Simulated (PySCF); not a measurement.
# C₆ coefficients of unlike pairs at PBE0

Calculated with PySCF 2.14 from the dipole response of each species, C₆(A,B) = (3/π) ∫ α_A(iu) α_B(iu) du, in atomic units, from isotropic polarisabilities. For ions this is the dispersion term alone; charge-induced terms of lower order in 1/R come first.

```
species       configuration                                                                                              basis      relativity  α (bohr³)  C₆ (like pair)
   Zr²⁺       [Kr] 4d2 (3F)  aug-cc-pVTZ-PP with one added diffuse shell each of s, p, d, f, g type with ECP28MDF (7s7p6d4f3g)  core potential      12.19           59.97
    In⁺  [Kr] 4d10 5s2 (1S)                                                        aug-cc-pwCVTZ-PP with ECP28MDF (8s7p6d4f1g)  core potential      24.77           171.2
   Zn²⁺      [Ar] 3d10 (1S)                                                                      aug-cc-pVQZ-DK (9s8p6d4f3g2h)   spin-free X2C      2.753           7.371
     Ca       [Ar] 4s2 (1S)                                                                         aug-cc-pVTZ-X2C (7s6p4d2f)   spin-free X2C      162.7            2283
```

Estimate C₆ for Ca with Zn²⁺.

The integral gives 74.58. The combination rule 2 C_A C_B / (C_A α_B/α_A + C_B α_A/α_B) gives 70.97 and the geometric mean 129.7.

No spin-orbit coupling is included.

The other pairs:

```tsv
pair	C₆
Zn²⁺, Zr²⁺	19.77
Ca, In⁺	532.9
In⁺, Zr²⁺	99.59
Zn²⁺, In⁺	31.22
Ca, Zr²⁺	282.6
```
